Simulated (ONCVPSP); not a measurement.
## Before and after: ONCV potential for Sn

```json
{
  "Element": "tin (Sn)",
  "Generator": "ONCVPSP 4.0.1",
  "Type": "optimised norm-conserving Vanderbilt (ONCV)",
  "Functional": "revPBE",
  "Relativity": "scalar-relativistic",
  "Frozen core": "[Kr]",
  "Valence charge": "14",
  "Reference configuration": "4d10 5s1.75 5p2.25",
  "Partial waves": "5s: rc 1.75 bohr, ncon 4, nbas 7, qcut 4.5 1/bohr, 2 projectors, debl 2.6 Ha; 5p: rc 2.25 bohr, ncon 3, nbas 6, qcut 3.1 1/bohr, 2 projectors, debl 1 Ha; 4d: rc 1.35 bohr, ncon 4, nbas 9, qcut 13.4 1/bohr, 1 projector",
  "Local potential": "polynomial inside 1.30 bohr (lpopt 3, dvloc0 1 Ha)",
  "Core correction": "none"
}
```

All-electron outer shells of the reference configuration (revPBE, scalar-relativistic, ld1.x):

| shell | level (eV) | outermost node (bohr) | outermost maximum (bohr) |
| --- | --- | --- | --- |
| 4s | -134.34 | 0.40 | 0.74 |
| 4p | -90.10 | 0.41 | 0.79 |
| 4d | -26.20 | 0.39 | 0.88 |
| 5s | -10.70 | 0.98 | 2.01 |
| 5p | -3.80 | 1.09 | 2.55 |

Change: p: qcut 4.8.

Cutoffs: the cutoffs (Ha) at which the residual kinetic energy of the hardest occupied pseudo-wave falls to 1 and 0.1 mHa per electron; they do not see the model core or the augmentation charge, which bear on the density cutoff. Errors are all-electron minus pseudo energies relative to the spin-unpolarised reference configuration.

**Question.** How do hardness, ghosts and transferability respond?

**Answer.** The potential gets neither clearly harder nor softer (48 Ha and 58 Ha → 48 Ha and 58 Ha); both files keep a bound ghost (s); of the 4 tests that both files solve, the error grows in 3 and shrinks in 1 by more than 15 % and 0.3 meV (median size 1.2 → 2.4 meV).

```tsv
quantity	base	changed
cutoff, loose	48 Ha	48 Ha
cutoff, tight	58 Ha	58 Ha
loose cutoff by channel	s 7.1 Ha, p 4.6 Ha, d 48 Ha	s 7.1 Ha, p 6.1 Ha, d 48 Ha
bound ghosts	s	s
GHOST(+) flags under 300 eV	p at 68.7 eV	p at 65.8 eV
error for 4d10 5s2 5p2, meV [ΔE -1.72 eV]	+0.4	+0.1
error for 4d10 5s2 5p1, meV [ΔE 5.09 eV]	-1.0	-2.4
error for 4d10 5s2 5p0, meV [ΔE 18.93 eV]	-3.7	-6.4
error for 4d10 5s1 5p2, meV [ΔE 12.73 eV]	-1.3	-2.3
s: phases at 1.78 bohr within 0.05 rad from the reference energy up to (Ha; the scan ends near 5)	to the end of the scan	to the end of the scan
p: phases at 2.29 bohr within 0.05 rad from the reference energy up to (Ha; the scan ends near 5)	2.2	2.2
d: phases at 1.37 bohr within 0.05 rad from the reference energy up to (Ha; the scan ends near 5)	3.5	3.5
```

 A true bound ghost makes a file unfit for plane-wave use even where its test errors are small: the radial tests pick states by their node count and pass the ghost by.
